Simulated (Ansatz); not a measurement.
**Pulling the pair apart**

The pair of Br⁻ (SMILES [Br-], atom 1) and CH$_{3}$I (SMILES CI, atoms 2–6), both closed shells, in one local arrangement (a lower one may exist), relaxed at PBE0-D4/def2-TZVPD:

Br1  (0.211, -0.360, -2.840)
C2  (-0.024, 0.041, 0.325)
I3  (-0.186, 0.314, 2.483)
H4  (0.990, -0.277, 0.120)
H5  (-0.746, -0.714, 0.045)
H6  (-0.244, 0.996, -0.134)
(Å)

CH$_{3}$I is shifted rigidly along the line between the mean atom positions of the two fragments (negative: closer). Counterpoise interaction energies in kcal/mol. Computed with Ansatz 0.2.0 (basis: def2-TZVPPD); correlated methods freeze the cores. Filled d shells of the heavier atoms are correlated. Core potentials replace the inner electrons of the atoms past krypton. The def2 sets are not built for correlating such inner shells, so the correlated values are less sure here.

| shift (Å) | PBE-D4 | PBE0-D4 | r2SCAN-D4 |
| --- | --- | --- | --- |
| -0.32 | -10.58 | -9.48 | -10.12 |
| -0.16 | -11.76 | -10.79 | -11.46 |
| 0.00 | -12.01 | -11.15 | -11.79 |
| 0.16 | -11.72 | -10.95 | -11.54 |
| 0.38 | -10.89 | -10.22 | -10.71 |
| 0.80 | -8.98 | -8.47 | -8.78 |
| 1.60 | -5.98 | -5.70 | -5.81 |
| 3.20 | -3.15 | -3.01 | -3.02 |

Task: What does CCSD(T) give at these shifts? (An estimate is asked for; the value comes from the calculation.)

Result: By the calculation: -6.74, -8.67, -9.47, -9.60, -9.18, -7.76, -5.28, -2.81 kcal/mol. For zero shift, CCSD(T) at an estimated basis limit (MP2 extrapolated from triple and quadruple zeta, plus CCSD(T) − MP2 in triple zeta) gives -10.63 kcal/mol. These are counterpoise interaction energies, counted from the two frozen fragments.

No T1 diagnostic of these runs exceeds 0.009.

For scale, one of the runs: CCSD(T)/def2-TZVPPD, 204 basis functions, launched by `ansatz run in.yaml --threads 4 --pin off --events-out ev --progress --plain --max-ram 9574MiB`. Hardware: 4 CPU threads of an Arm Neoverse V1, shared host. Wall time 2.6 min; peak host memory 3 GiB.
